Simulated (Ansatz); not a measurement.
Consider the formal exchange of groups at the Si–C bond: `NC([SiH3])=S` + `[CH3][Al]([SiH3])[BH]O` → `O[BH][Al]([SiH3])[SiH3]` + `CC(N)=S`.

Program: Ansatz. Geometries: PBE0-D4/def2-TZVP. ΔE: electronic, gas phase. CCSD(T)/CBS is the MP2 limit (def2-TZVPP, def2-QZVPP) plus CCSD(T) − MP2 in def2-TZVPP, frozen cores. Functionals use def2-TZVPP. B3LYP here is the variant with VWN-RPA as its local correlation; programs differ in this. One conformer a species, not always the lowest.

`NC([SiH3])=S`:

Cartesian coordinates in Å:
```
N -1.203 0.197 -0.956
C -0.059 0.598 -0.397
Si 0.806 -0.514 0.867
S 0.679 2.027 -0.730
H -1.663 0.793 -1.629
H -1.624 -0.687 -0.725
H 0.891 0.213 2.154
H 2.151 -0.854 0.352
H 0.023 -1.772 1.064
```

`[CH3][Al]([SiH3])[BH]O`:

Z-matrix (Å, degrees):
```
C
Al 1 1.956
H 1 1.092 2 113.1
H 1 1.096 2 110.4 3 -121.0
H 1 1.095 2 110.9 3 121.6
Si 2 2.480 1 119.0 3 -177.9
B 2 2.170 1 128.5 3 2.5
H 6 1.500 2 110.8 1 -178.9
H 6 1.493 2 113.7 1 -60.1
H 6 1.493 2 113.6 1 62.4
O 7 1.355 2 118.7 1 179.1
H 7 1.204 2 127.5 1 -1.0
H 11 0.963 7 113.9 2 0.1
```

`O[BH][Al]([SiH3])[SiH3]`:

```xyz
13

O    -1.419    2.239   -1.560
B    -1.689    1.097   -0.880
Al   -0.073    0.009    0.013
Si    1.066   -1.799   -1.217
Si    0.674    0.378    2.332
H    -2.198    2.667   -1.927
H    -2.845    0.742   -0.806
H     1.430   -1.390   -2.605
H     2.310   -2.289   -0.557
H     0.150   -2.974   -1.344
H    -0.071    1.443    3.063
H     2.119    0.754    2.356
H     0.545   -0.877    3.130
```

`CC(N)=S`:

```xyz
9

C     0.327    0.229    1.026
C    -0.560   -0.056   -0.150
N     0.095   -0.248   -1.303
S    -2.196   -0.147   -0.041
H    -0.270    0.531    1.881
H     0.888   -0.673    1.289
H     1.050    1.015    0.790
H    -0.432   -0.462   -2.132
H     1.097   -0.189   -1.360
```

| level | ΔE (kJ/mol) | difference from CCSD(T)/CBS |
| --- | --- | --- |
| PBE-D4 | -5.0 | -9.2 |
| r2SCAN-D4 | -0.6 | -4.8 |
| PBE0-D4 | -8.5 | -12.7 |
| B3LYP-D4 | 2.7 | -1.5 |
| ωB97X-V | -2.2 | -6.4 |
| ωB97M-V | 8.1 | 3.9 |
| B2PLYP | 3.9 | -0.3 |
| PBE | -6.8 | -11.0 |
| r2SCAN | -0.9 | -5.1 |
| PBE0 | -10.0 | -14.2 |
| B3LYP | -0.4 | -4.6 |
| HF/def2-TZVPP | -11.5 | -15.7 |
| MP2/def2-TZVPP | 9.5 | 5.3 |
| SCS-MP2/def2-TZVPP | 7.2 | 3.0 |
| CCSD/def2-TZVPP | -1.5 | -5.7 |
| CCSD(T)/def2-TZVPP | 1.5 | -2.7 |
| HF/def2-QZVPP | -10.5 | -14.7 |
| MP2/def2-QZVPP | 11.4 | 7.2 |
| SCS-MP2/def2-QZVPP | 9.0 | 4.8 |
| HF/CBS(def2) | -10.4 | -14.6 |
| MP2/CBS(def2) | 12.2 | 8.0 |
| CCSD/CBS(def2) | 1.2 | -3.0 |
| CCSD(T)/CBS | 4.2 | 0 |

Largest T1 diagnostic among the species: 0.018.

The D4 term adds +3.1 kJ/mol with B3LYP and +1.5 kJ/mol with PBE0; it sums over pairs of atoms, weighted by their polarisabilities, and B3LYP, whose exchange is more repulsive, gets the larger term. From PBE to PBE0 (25 % exact exchange), in def2-TZVPP and without D4, ΔE moves by −3.1 kJ/mol.
